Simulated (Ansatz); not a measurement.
CH4BI (`BCI`). Total charge 0; spin multiplicity 1. I takes the def2 core potential.

Cartesian coordinates in Å:
```
B 0.2479 -0.1186 0.8242
C 0.0732 0.4241 -0.6159
I -1.2962 -1.2680 -0.7762
H 1.1193 -0.9032 1.0519
H -0.4488 0.3049 1.6970
H 0.8347 0.2549 -1.3714
H -0.5301 1.3059 -0.8096
```

(1) List the harmonic frequencies (cm⁻¹, unscaled) at PBE0-D4/def2-TZVP in Ansatz. (Estimate.)

(2) Is this a minimum?

(3) Give the ideal-gas thermochemistry at 298.15 K and 1 bar (rigid rotor, harmonic oscillator; point group Cs, symmetry number 1).

(4) And at 400, 500, 600, 800 and 1000 K?

(5) Rotational constants (cm⁻¹)?

Results:

(1) The calculation gave: 243, 484, 551, 667, 913, 936, 1002, 1054, 1068, 1225, 1453, 2590, 2682, 3139, 3222.

(2) Yes, all 15 modes are real.

(3) Zero-point energy 127.0 kJ/mol; H(298) − E = 140.2 kJ/mol; entropy 289.8 J/(mol·K), of which translation 171.7, rotation 101.7, vibration 16.4; G(298) − E = 53.8 kJ/mol.

(4) 
```tsv
T (K)	H − E (kJ/mol)	S (J/mol/K)	G − E (kJ/mol)
400	147.5	310.6	23.2
500	155.9	329.3	-8.8
600	165.3	346.4	-42.6
800	186.4	376.6	-114.9
1000	209.8	402.7	-192.9
```

(5) 0.7031, 0.1468, 0.1285.
